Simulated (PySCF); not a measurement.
**Assignment exercise: C3H8O3Si2**

Cartesian coordinates in Å; atom numbers follow the order of the lines, from 1:
```xyz
16

O    -0.8086    1.2453    2.0008
C    -1.6759    1.1919    1.1503
Si   -1.6194    0.1082   -0.3907
C    -0.8063   -1.5870   -0.1942
C     0.0382   -0.5947   -0.9889
Si    1.7060   -0.0724   -0.2693
O     2.0446    1.2815   -1.1162
O     1.6433    0.1371    1.3293
H    -2.5818    1.8172    1.2818
H    -2.7669    0.2915   -1.2658
H    -1.2069   -2.4322   -0.7366
H    -0.4156   -1.8710    0.7732
H     0.0597   -0.7958   -2.0531
H     2.7428   -1.0840   -0.4274
H     2.7731    1.8355   -0.8503
H     0.8660    0.5378    1.7457
```

- geometry from GFN2-xTB
- GIAO PBE0/pcSseg-1 shieldings
- run in PySCF 2.14.0 with density-fitted response routines
- a single conformation, no relativistic terms, no solvent

δ = σ(ref) − σ, references computed at the same level: ¹³C (186.93 ppm), ¹H (31.72 ppm) vs TMS.

Task: Assign these signals to the numbered atoms. ¹³C{¹H} NMR (computed): δ 258.7 (CH), 14.6 (CH), 10.7 (CH2).

Result: 
258.7 → C2, carbonyl carbon
14.6 → C5, three-membered-ring carbon: carbons of three-membered rings are unusually shielded
10.7 → C4, three-membered-ring carbon

Task: Assign these signals to the numbered atoms. ¹H NMR (500 MHz, computed): δ 12.54 (d, 1H), 5.73 (br s, 1H), 5.01 (d, 1H), 3.53 (m, 1H), 2.01 (br s, 1H), 1.37 (m, 1H), 1.34 (m, 1H), 0.87 (m, 1H).

Result: 
| δ (ppm) | atoms | environment | reason |
| --- | --- | --- | --- |
| 12.54 | H9 | hydrogen on a carbonyl carbon | – |
| 5.73 | H16 | hydrogen on an oxygen bonded to Si | labile proton, position sensitive to the medium |
| 5.01 | H14 | hydrogen on a silicon bonded to C, 2 O | – |
| 3.53 | H10 | hydrogen on a silicon bonded to 3 C, in a 3-membered ring | – |
| 2.01 | H15 | hydrogen on an oxygen bonded to Si | labile proton, position sensitive to the medium |
| 1.37 | H12 | hydrogen on a three-membered-ring carbon | cyclopropane-type protons are shielded by the ring |
| 1.34 | H11 | hydrogen on a three-membered-ring carbon | – |
| 0.87 | H13 | hydrogen on a three-membered-ring carbon | – |

H12 and H11 lie closer than the usual error of such a calculation, so a measured spectrum could show them in the other order.

OH and NH positions are those of a molecule without intermolecular hydrogen bonds; in solution they move with solvent, concentration and temperature, and exchange usually removes their couplings. Shifts are as computed. Against solution values, carbons near 30 ppm lie about +3 ppm off and those near 130 ppm about +5 ppm. Of 1309 compounds with measured shifts, 239 miss one by over three times the rms of a fit or turn the order of signals round; such compounds aren't used in these exercises. No couplings were computed; multiplicities are counted from neighbouring protons, with m where these are inequivalent, close in shift, in a saturated or five-membered ring or joined by F or P, and br s for small geminal =CH2 splittings.
